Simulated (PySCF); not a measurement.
Orbital levels and atomic charges: Si12As22H36

System: Si12As22H36 (flake black arsenene).

Cartesian coordinates (Å):
```
  1 As   -0.395   -1.260   -1.990
  2 As   -2.272   -1.223   -0.316
  3 As   -3.901   -1.427   -2.162
  4 As   -0.390   -1.088    2.954
  5 As   -2.312   -1.184    4.538
  6 As   -4.115   -0.984    2.817
  7 As   -0.376    1.081   -2.927
  8 As   -2.306    1.186   -4.504
  9 As   -4.107    0.950   -2.788
 10 As   -0.416    1.255    2.009
 11 As   -2.286    1.208    0.324
 12 As   -3.919    1.394    2.170
 13 As    5.129   -1.157   -0.267
 14 As    3.390   -1.198   -2.046
 15 As    1.523   -1.198   -0.372
 16 As    3.236   -1.163    2.864
 17 As    1.477   -1.034    4.625
 18 As    3.281    1.159   -2.895
 19 As    1.471    1.014   -4.607
 20 As    5.097    1.223    0.317
 21 As    3.359    1.213    2.088
 22 As    1.509    1.210    0.397
 23 Si   -5.878   -1.700   -1.012
 24 H    -6.339   -3.078   -1.248
 25 H    -6.906   -0.774   -1.515
 26 H    -5.779   -1.545    0.462
 27 Si   -2.353    0.923    5.545
 28 H    -1.693    1.988    4.753
 29 H    -1.689    0.795    6.852
 30 H    -3.746    1.335    5.805
 31 Si   -5.865   -0.725    4.309
 32 H    -5.522   -1.328    5.609
 33 H    -7.065   -1.405    3.786
 34 H    -6.258    0.679    4.538
 35 Si   -2.331   -0.907   -5.530
 36 H    -1.670   -1.976   -4.743
 37 H    -1.662   -0.766   -6.832
 38 H    -3.721   -1.325   -5.799
 39 Si   -5.849    0.705   -4.283
 40 H    -5.497    1.310   -5.578
 41 H    -7.047    1.387   -3.760
 42 H    -6.246   -0.696   -4.519
 43 Si   -5.895    1.654    1.013
 44 H    -5.784    1.495   -0.459
 45 H    -6.365    3.030    1.243
 46 H    -6.921    0.725    1.514
 47 Si    7.006   -1.069   -1.585
 48 H     6.879   -1.975   -2.737
 49 H     8.148   -1.528   -0.782
 50 H     7.328    0.281   -2.082
 51 Si    5.067   -1.134    4.283
 52 H     6.272   -1.435    3.486
 53 H     4.920   -2.186    5.302
 54 H     5.306    0.142    4.982
 55 Si    1.671    1.179    5.374
 56 H     1.054    2.204    4.496
 57 H     3.099    1.515    5.528
 58 H     1.070    1.259    6.715
 59 Si    5.034    1.024   -4.415
 60 H     6.186    1.794   -3.908
 61 H     4.636    1.613   -5.706
 62 H     5.508   -0.350   -4.671
 63 Si    1.679   -1.198   -5.352
 64 H     1.080   -2.224   -4.464
 65 H     3.110   -1.513   -5.516
 66 H     1.066   -1.292   -6.687
 67 Si    6.985    1.254    1.628
 68 H     6.705    1.599    3.031
 69 H     7.881    2.288    1.089
 70 H     7.716   -0.023    1.613
```

Method: PBE/def2-SVP, gas phase, PySCF, fitting set def2-universal-JFIT, grid level 1.

Spin-orbit coupling is left out, which matters for the heavier atoms here.

**Question.** Give the orbital energies near the gap.

**Answer.** 
```json
{"orbital": "HOMO-4", "eV": "-5.63"}
{"orbital": "HOMO-3", "eV": "-5.51"}
{"orbital": "HOMO-2", "eV": "-5.48"}
{"orbital": "HOMO-1", "eV": "-5.36"}
{"orbital": "HOMO", "eV": "-5.13"}
{"orbital": "LUMO", "eV": "-2.96"}
{"orbital": "LUMO+1", "eV": "-2.93"}
{"orbital": "LUMO+2", "eV": "-2.78"}
{"orbital": "LUMO+3", "eV": "-2.76"}
```

**Question.** Give the partial charges of the non-hydrogen atoms.

**Answer.** 
```json
{"atom": "As1", "Mulliken": "-0.02", "IAO": "-0.01", "Hirshfeld": "0.02"}
{"atom": "As2", "Mulliken": "0.00", "IAO": "0.01", "Hirshfeld": "0.01"}
{"atom": "As3", "Mulliken": "-0.10", "IAO": "-0.08", "Hirshfeld": "0.00"}
{"atom": "As4", "Mulliken": "0.01", "IAO": "0.02", "Hirshfeld": "0.02"}
{"atom": "As5", "Mulliken": "-0.07", "IAO": "-0.06", "Hirshfeld": "-0.01"}
{"atom": "As6", "Mulliken": "-0.11", "IAO": "-0.06", "Hirshfeld": "0.02"}
{"atom": "As7", "Mulliken": "0.01", "IAO": "0.01", "Hirshfeld": "0.02"}
{"atom": "As8", "Mulliken": "-0.06", "IAO": "-0.06", "Hirshfeld": "-0.01"}
{"atom": "As9", "Mulliken": "-0.11", "IAO": "-0.06", "Hirshfeld": "0.02"}
{"atom": "As10", "Mulliken": "-0.02", "IAO": "-0.01", "Hirshfeld": "0.01"}
{"atom": "As11", "Mulliken": "0.00", "IAO": "0.01", "Hirshfeld": "0.01"}
{"atom": "As12", "Mulliken": "-0.10", "IAO": "-0.08", "Hirshfeld": "0.00"}
{"atom": "As13", "Mulliken": "-0.09", "IAO": "-0.06", "Hirshfeld": "0.00"}
{"atom": "As14", "Mulliken": "-0.01", "IAO": "0.00", "Hirshfeld": "0.03"}
{"atom": "As15", "Mulliken": "0.01", "IAO": "0.00", "Hirshfeld": "0.00"}
{"atom": "As16", "Mulliken": "-0.10", "IAO": "-0.06", "Hirshfeld": "0.00"}
{"atom": "As17", "Mulliken": "-0.08", "IAO": "-0.07", "Hirshfeld": "0.00"}
{"atom": "As18", "Mulliken": "-0.09", "IAO": "-0.06", "Hirshfeld": "0.00"}
{"atom": "As19", "Mulliken": "-0.08", "IAO": "-0.06", "Hirshfeld": "0.00"}
{"atom": "As20", "Mulliken": "-0.10", "IAO": "-0.07", "Hirshfeld": "0.00"}
{"atom": "As21", "Mulliken": "-0.01", "IAO": "0.00", "Hirshfeld": "0.03"}
{"atom": "As22", "Mulliken": "0.01", "IAO": "0.00", "Hirshfeld": "0.00"}
{"atom": "Si23", "Mulliken": "0.16", "IAO": "0.33", "Hirshfeld": "0.20"}
{"atom": "Si27", "Mulliken": "0.13", "IAO": "0.31", "Hirshfeld": "0.19"}
{"atom": "Si31", "Mulliken": "0.15", "IAO": "0.32", "Hirshfeld": "0.20"}
{"atom": "Si35", "Mulliken": "0.12", "IAO": "0.31", "Hirshfeld": "0.19"}
{"atom": "Si39", "Mulliken": "0.15", "IAO": "0.32", "Hirshfeld": "0.20"}
{"atom": "Si43", "Mulliken": "0.16", "IAO": "0.33", "Hirshfeld": "0.20"}
{"atom": "Si47", "Mulliken": "0.15", "IAO": "0.32", "Hirshfeld": "0.20"}
{"atom": "Si51", "Mulliken": "0.16", "IAO": "0.32", "Hirshfeld": "0.20"}
{"atom": "Si55", "Mulliken": "0.12", "IAO": "0.30", "Hirshfeld": "0.19"}
{"atom": "Si59", "Mulliken": "0.15", "IAO": "0.32", "Hirshfeld": "0.20"}
{"atom": "Si63", "Mulliken": "0.12", "IAO": "0.31", "Hirshfeld": "0.19"}
{"atom": "Si67", "Mulliken": "0.16", "IAO": "0.32", "Hirshfeld": "0.21"}
```
